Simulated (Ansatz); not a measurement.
`BO` + `O[SiH2]F` → `BO[SiH2]F` + H₂O at 500 K and 1 bar (ligand exchange at a B–O bond).

Calculated with Ansatz (gas phase, PBE0-D4/def2-TZVP geometries, no zero-point term in ΔE). CBS: MP2 limit from def2 TZ/QZ plus the TZ coupled-cluster correction, frozen cores. This one scheme is used for every species. One conformer a species, not always the lowest.

```
    species  CCSD(T)/CBS energy (Eh)  H − E (kJ/mol)  S (J/(mol·K))
       `BO`               -101.80414           113.6          256.0
 `O[SiH2]F`               -465.96250           118.8          315.1
`BO[SiH2]F`               -491.38453           158.6          364.5
        H₂O                -76.37941            73.2          206.3
```

H − E and S are ideal-gas, rigid-rotor, harmonic terms from PBE0-D4/def2-TZVP, for one conformer and one mirror image of each species. 1 Eh = 2625.50 kJ/mol, R = 8.31446 J/(mol·K).

**Question.** By hand: ΔE, ΔH, ΔS and ΔG.

**Answer.** ΔE = (-491.38453) + (-76.37941) − (-101.80414) − (-465.96250) = 0.00270 Eh = 7.1 kJ/mol. Δ(H − E) = 158.6 + 73.2 − 113.6 − 118.8 = -0.6, so ΔH = 6.5 kJ/mol. ΔS = 364.5 + 206.3 − 256.0 − 315.1 = -0.3 J/(mol·K). ΔG = 6.5 − 500 × (-0.3)/1000 = 6.7 kJ/mol.

**Question.** By hand: the equilibrium constant, and the temperature at which ΔG would vanish if ΔH and ΔS stayed fixed.

**Answer.** log₁₀ K = −ΔG/(RT ln 10) = -0.7. ΔH and −TΔS have one sign here, so there is no such temperature.

The number of gas molecules stays the same, so ΔS is small and ΔH decides. A doubt of 5 kJ/mol in ΔE shifts log₁₀ K by 0.5 here. Other conformers and mirror images would add mixing entropy, several J/(mol·K) or more a flexible species. Modes under 60 cm⁻¹, often nearly free rotors, make the harmonic entropy too high. These are equilibria of isolated gas molecules and say nothing of rates. Largest T1 diagnostic: 0.014 (customary marks: 0.02 for closed shells, 0.045 for open ones).

ΔS is within the doubt of such terms, so its sign, and with it that verdict, could turn.
